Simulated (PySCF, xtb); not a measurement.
C3H7ClSi, SMILES [SiH3]C/C=C\Cl.

GFN2-xTB (xtb 6.7.1) at its own geometry gives an orbital gap of 4.32 eV and a dipole moment of 1.85 D.

Coordinates come from a B3LYP-D3(BJ)/def2-SVP optimisation. The structure was generated by enumeration; whether it is a known compound was not checked. Other conformers were not sampled.

Question: What does PBE0/def2-TZVP run with PySCF give? (The exact figures need the calculation; the answer reports its results.)

Answer: gap 6.83 eV (levels -7.03 and -0.20 eV), dipole 1.56 D.
